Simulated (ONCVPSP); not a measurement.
Before and after: ONCV potential for Pd

* Element: Pd (Z = 46)
* Generator: ONCVPSP 4.0.1
* Type: optimised norm-conserving Vanderbilt (ONCV)
* Functional: LDA (Perdew-Wang 92)
* Relativity: scalar-relativistic
* Frozen core: [Ar] 3d10
* Valence charge: 18
* Reference configuration: 4s2 4p6 4d7 (charge +3)
* Partial waves: 4s: rc 1.60 bohr, ncon 3, nbas 7, qcut 6.6 1/bohr, 3 projectors, debl 2.6 Ha; 4p: rc 1.15 bohr, ncon 4, nbas 7, qcut 7 1/bohr, 2 projectors, debl 0.5 Ha; 4d: rc 1.75 bohr, ncon 4, nbas 8, qcut 8 1/bohr, 2 projectors, debl 2.2 Ha
* Local potential: polynomial inside 0.95 bohr (lpopt 5, dvloc0 6 Ha)
* Core correction: Teter function, fcfact 4.25, rcfact 1.8

In the s channel the program set the typed energies aside and used -4.634, 0.050, 2.650 Ha. In the p channel the program set the typed energies aside and used -3.364, 0.250 Ha.

Change: all radii but the core radius scaled by about 1.18 (s 1.90, p 1.36, d 2.06 bohr); local potential polynomial inside 1.12 bohr (lpopt 5, dvloc0 6 Ha).

Cutoffs: the cutoffs (Ha) at which the residual kinetic energy of the hardest occupied pseudo-wave falls to 1 and 0.1 mHa per electron; they do not see the model core or the augmentation charge, which bear on the density cutoff. Errors are all-electron minus pseudo energies relative to the spin-unpolarised reference configuration.

Problem. How do hardness, ghosts and transferability respond?

Solution. The potential gets softer (92 Ha and 114 Ha → 22 Ha and 68 Ha); of the 3 tests that both files solve, the error grows in 3 and shrinks in 0 by more than 15 % and 0.3 meV (median size 8.7 → 35.4 meV); neither file shows a bound ghost. A larger radius leaves more room for a smooth pseudo-wave, so fewer plane waves are needed. More of the atom is replaced by a form fitted at one configuration, so other configurations suffer.

| quantity | base | changed |
| --- | --- | --- |
| cutoff, loose | 92 Ha | 22 Ha |
| cutoff, tight | 114 Ha | 68 Ha |
| loose cutoff by channel | s 15 Ha, p 92 Ha, d 25 Ha | s 8.7 Ha, p 17 Ha, d 22 Ha |
| bound ghosts | none | none |
| GHOST(+) flags under 300 eV | none | none |
| tests with a reliable result | 3 of 4 | 3 of 4 |
| error for 4s2 4p6 4d9, meV [ΔE -55.68 eV] | +10 | +47 |
| error for 4s2 4p6 4d8, meV [ΔE -34.60 eV] | +6.6 | +20 |
| error for 4s2 4p6 4d9 5s1, meV [ΔE -63.63 eV] | +8.7 | +35 |
| rms error of d²Exc/dni dnj with the model core, mHa | 4.95 | 5.11 |
